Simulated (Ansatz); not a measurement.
NaAu4⁻. The state is a singlet with charge -1. Geometry PBE-D4/def2-SVPD, basis def2-TZVPD, Ansatz.

```xyz
5

Na    0.7868   -0.6181   -0.6336
Au   -2.1576   -1.0972   -0.9968
Au   -1.4392    0.7109    0.7444
Au    3.2379   -1.4280   -1.4996
Au   -0.4279    2.4324    2.3856
```

| run | HOMO (eV) | LUMO (eV) |
| --- | --- | --- |
| A | -1.53 | -0.02 |
| B | -1.39 | -0.16 |
| C | -1.31 | -0.11 |
| D | -2.18 | 0.66 |
| E | -2.03 | 0.60 |
| F | -3.93 | 2.40 |

In the def2 sets Au takes a core potential; there is no spin–orbit coupling. LC-ωPBE has ω = 0.4 bohr⁻¹. The structure comes from a short search, and lower isomers may exist.

**Question.** The runs used BLYP, LC-ωPBE, PBE, PBE0, r2SCAN, r2SCAN0. Estimate which is which.

**Answer.** A r2SCAN (0 % exact exchange); B PBE (0 % exact exchange); C BLYP (0 % exact exchange); D r2SCAN0 (25 % exact exchange); E PBE0 (25 % exact exchange); F LC-ωPBE (range-separated). Exact exchange lowers occupied and raises empty levels; among semilocal functionals meta-GGAs tend to open the gap a little, and such runs are hard to tell apart. The gap grows from 1.20 eV (BLYP) to 6.33 eV (LC-ωPBE).
